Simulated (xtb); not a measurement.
Job for xtb: GFN1-xTB on MgF+, 2S+1 = 1, a point of a bond scan (R = 1.707 Å). Charge +1.

```
$ xtb mol.xyz --gfn 1 --sp --chrg 1 --uhf 0
2

F      0.00000000     0.00000000     0.00000000
Mg     0.00000000     0.00000000     1.70666200
```

The log:

```
[...]
           -------------------------------------------------
          |                Calculation Setup                |
           -------------------------------------------------



           -------------------------------------------------
          |                 G F N 1 - x T B                 |
           -------------------------------------------------

        Reference                      10.1021/acs.jctc.7b00118
      * Hamiltonian:
        H0-scaling (s, p, d)           1.850000    2.250000    2.000000
        zeta-weighting                 0.000000
      * Dispersion:
        s8                             2.400000
        a1                             0.630000
        a2                             5.000000
        s9                             0.000000
      * Repulsion:
        kExp                           1.500000
        rExp                           1.000000
      * Coulomb:
        alpha                          2.000000
        third order                    atomic
        anisotropic                    false
      * Halogen bond correction:
        rad-scale                      1.300000
        damping                        0.440000


          ...................................................
          :                      SETUP                      :
          :.................................................:
          :  # basis functions                   8          :
          :  # atomic orbitals                   8          :
          :  # shells                            4          :
          :  # electrons                         8          :
          :  # halogen bonds                     0          :
          :  max. iterations                   250          :
          :  Hamiltonian                  GFN1-xTB          :
          :  restarted?                      false          :
          :  GBSA solvation                  false          :
          :  PC potential                    false          :
          :  electronic temp.          300.0000000     K    :
          :  accuracy                    1.0000000          :
          :  -> integral cutoff          0.2500000E+02      :
          :  -> integral neglect         0.1000000E-07      :
          :  -> SCF convergence          0.1000000E-05 Eh   :
          :  -> wf. convergence          0.2000000E-04 e    :
          :  Broyden damping             0.4000000          :
          :  net charge                          1          :
          :  unpaired electrons                  0          :
          ...................................................

 iter      E             dE          RMSdq      gap      omega  full diag
   1     -3.6154540 -0.361545E+01  0.162E+01    0.88       0.0  T
   2     -4.8482552 -0.123280E+01  0.139E+01   15.26       1.0  T
   3     -4.9665642 -0.118309E+00  0.103E+01    7.65       1.0  T
   4     -5.0752131 -0.108649E+00  0.784E+00    4.46       1.0  T
   5     -4.8374697  0.237743E+00  0.125E+01   16.34       1.0  T
   6     -0.3846771  0.445279E+01  0.292E+01    1.44       1.0  T
   7      9.5157610  0.990044E+01  0.491E+01    4.22       1.0  T
   8     -4.9861301 -0.145019E+02  0.966E+00    6.89       1.0  T
   9     -4.4055869  0.580543E+00  0.136E+01    0.85       1.0  T
  10     -4.9192367 -0.513650E+00  0.111E+01    9.95       1.0  T
  11     -5.2358590 -0.316622E+00  0.271E+00    2.24       1.0  T
  12     -5.2316905  0.416851E-02  0.313E+00    1.43       1.0  T
  13     -5.1636969  0.679936E-01  0.494E+00    3.05       1.0  T
  14     -5.0486045  0.115092E+00  0.727E+00    1.12       1.0  T
  15     -5.0913653 -0.427608E-01  0.673E+00    4.14       1.0  T
  16     -5.2110852 -0.119720E+00  0.378E+00    1.36       1.0  T
  17     -5.1729013  0.381839E-01  0.469E+00    2.94       1.0  T
  18     -5.2107335 -0.378322E-01  0.386E+00    1.36       1.0  T
  19     -5.2026225  0.811100E-02  0.381E+00    2.60       1.0  T
  20     -5.2416854 -0.390629E-01  0.269E+00    1.47       1.0  T
  21     -5.2373603  0.432512E-02  0.248E+00    2.23       1.0  T
  22     -5.2573870 -0.200268E-01  0.178E+00    1.57       1.0  T
  23     -5.2563402  0.104679E-02  0.139E+00    1.99       1.0  T
  24     -5.2642023 -0.786207E-02  0.108E+00    1.66       1.0  T
  25     -5.2637104  0.491871E-03  0.724E-01    1.86       1.0  T
  26     -5.2658725 -0.216209E-02  0.729E-01    1.72       1.0  T
  27     -5.2655971  0.275381E-03  0.555E-01    1.79       1.0  T
  28     -5.2660424 -0.445305E-03  0.631E-01    1.74       1.0  T
  29     -5.2659636  0.788773E-04  0.585E-01    1.76       1.0  T
  30     -5.2660320 -0.684552E-04  0.621E-01    1.75       1.0  T
  31     -5.2660344 -0.233571E-05  0.622E-01    1.75       1.0  T
  32     -5.2660188  0.155850E-04  0.599E-01    1.75       1.0  T
  33     -5.2660398 -0.210198E-04  0.568E-01    1.74       1.0  T
  34     -5.2659788  0.609578E-04  0.292E-01    1.76       1.0  T
  35     -5.2660401 -0.612676E-04  0.164E-01    1.74       1.0  T
  36     -5.2660371  0.298867E-05  0.426E-02    1.75       1.7  T
  37     -5.2660418 -0.471996E-05  0.209E-02    1.74       3.4  T
  38     -5.2660423 -0.452162E-06  0.787E-03    1.75       9.0  T
  39     -5.2660425 -0.258023E-06  0.140E-03    1.74      50.4  T
  40     -5.2660425 -0.630474E-08  0.191E-05    1.74    3698.0  T
  41     -5.2660425 -0.244249E-12  0.161E-07    1.74  100000.0  T

   *** convergence criteria satisfied after 41 iterations ***

         #    Occupation            Energy/Eh            Energy/eV
      -------------------------------------------------------------
         1        2.0000           -1.1670237             -31.7563
         2        2.0000           -0.8828020             -24.0223
         3        2.0000           -0.8711280             -23.7046
         4        2.0000           -0.8711280             -23.7046 (HOMO)
         5                         -0.8070194             -21.9601 (LUMO)
         6                         -0.5794263             -15.7670
         7                         -0.5794263             -15.7670
         8                         -0.4361519             -11.8683
      -------------------------------------------------------------
                  HL-Gap            0.0641086 Eh            1.7445 eV
             Fermi-level           -0.8387574 Eh          -22.8237 eV

 SCC (total)                   0 d,  0 h,  0 min,  0.002 sec
 SCC setup                      ...        0 min,  0.000 sec (  3.288%)
 Dispersion                     ...        0 min,  0.000 sec (  1.926%)
 classical contributions        ...        0 min,  0.000 sec (  0.990%)
 integral evaluation            ...        0 min,  0.000 sec (  8.261%)
 iterations                     ...        0 min,  0.001 sec ( 75.445%)
 molecular gradient             ...        0 min,  0.000 sec (  6.949%)
 printout                       ...        0 min,  0.000 sec (  2.839%)

         :::::::::::::::::::::::::::::::::::::::::::::::::::::
         ::                     SUMMARY                     ::
         :::::::::::::::::::::::::::::::::::::::::::::::::::::
         :: total energy              -5.259656378070 Eh    ::
         :: gradient norm              0.014503025423 Eh/a0 ::
         :: HOMO-LUMO gap              1.744484840363 eV    ::
         ::.................................................::
         :: SCC energy                -5.266042546507 Eh    ::
         :: -> electrostatic           0.226514480298 Eh    ::
         :: repulsion energy           0.006547791867 Eh    ::
         :: dispersion energy         -0.000161623430 Eh    ::
         :: halogen bond corr.         0.000000000000 Eh    ::
         :: add. restraining           0.000000000000 Eh    ::
         :: total charge               1.000000000000 e     ::
Note: The following floating-point exceptions are signalling: IEEE_DENORMAL
normal termination of xtb
         :::::::::::::::::::::::::::::::::::::::::::::::::::::

           -------------------------------------------------
          |                Property Printout                |
           -------------------------------------------------

    * Orbital Energies and Occupations

         #    Occupation            Energy/Eh            Energy/eV
      -------------------------------------------------------------
         1        2.0000           -1.1670237             -31.7563
         2        2.0000           -0.8828020             -24.0223
         3        2.0000           -0.8711280             -23.7046
         4        2.0000           -0.8711280             -23.7046 (HOMO)
         5                         -0.8070194             -21.9601 (LUMO)
         6                         -0.5794263             -15.7670
         7                         -0.5794263             -15.7670
         8                         -0.4361519             -11.8683
      -------------------------------------------------------------
                  HL-Gap            0.0641086 Eh            1.7445 eV
             Fermi-level           -0.8387574 Eh          -22.8237 eV

  Mulliken/CM5 charges         n(s)   n(p)   n(d)
     1F    -0.07147 -0.20143   1.833  5.238  0.000
     2Mg    1.07147  1.20143   0.607  0.321  0.000

Wiberg/Mayer (AO) data.
largest (>0.10) Wiberg bond orders for each atom

 ---------------------------------------------------------------------------
     #   Z sym  total        # sym  WBO       # sym  WBO       # sym  WBO
 ---------------------------------------------------------------------------
     1   9 F    1.451 --     2 Mg   1.451
     2  12 Mg   1.451 --     1 F    1.451
 ---------------------------------------------------------------------------

Topologies differ in total number of bonds
Writing topology from bond orders to xtbtopo.mol

 dipole moment from electron density (au)
     X       Y       Z
  -0.0000   0.0000   3.9614  total (Debye):   10.069


           -------------------------------------------------
          | TOTAL ENERGY               -5.259656378070 Eh   |
          | GRADIENT NORM               0.014503025423 Eh/α |
          | HOMO-LUMO GAP               1.744484840363 eV   |
           -------------------------------------------------

------------------------------------------------------------------------
------------------------------------------------------------------------
 total:
 SCF:
```

The run finished.

Cost: around 0.020 core-seconds (rough).
